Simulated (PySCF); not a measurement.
Isomers of C7H13N, from PySCF 2.14.0, PBE0-D3(BJ)/def2-SVP geometry optimisation, gas phase. One conformer each, no zero-point energy, no frequencies.

**Question.** Which isomer lies lower at this level?
A. `[CH2:1]1[CH2:2][CH:3]2[CH2:4][CH2:5][CH2:6][N:7]2[CH2:8]1` with C8–C1–C2–C3 -40°, C1–C2–C3–C4 145°, C2–C3–C4–C5 -93°, C3–C4–C5–C6 -36°: A = 3658, B = 2040, C = 1551 MHz, dipole 0.94 D
B. `[CH2:1]1[CH2:2][CH2:3][N:4]([CH:5]2[CH2:6][CH2:7]2)[CH2:8]1` with C3–N4–C5–C6 87°, C8–C1–C2–C3 -1°, C1–C2–C3–N4 25°, C2–C3–N4–C5 85°, N4–C5–C6–C7 108°: A = 4290, B = 1482, C = 1298 MHz, dipole 0.85 D

**Answer.** A. That is hexahydropyrrolizine, `C1CC2CCCN2C1`, 24.9 kcal/mol below the other.

| SMILES | mapped SMILES | E (Eh) | relative (kcal/mol) | relative (kJ/mol) | dipole (D) |
| --- | --- | --- | --- | --- | --- |
| C1CC2CCCN2C1 | [CH2:1]1[CH2:2][CH:3]2[CH2:4][CH2:5][CH2:6][N:7]2[CH2:8]1 | -328.70861 | 0.0 | 0.0 | 0.94 |
| C1CCN(C2CC2)C1 | [CH2:1]1[CH2:2][CH2:3][N:4]([CH:5]2[CH2:6][CH2:7]2)[CH2:8]1 | -328.66897 | 24.9 | 104.1 | 0.85 |

As drawn, the higher has a three-membered ring, which the lower lacks.
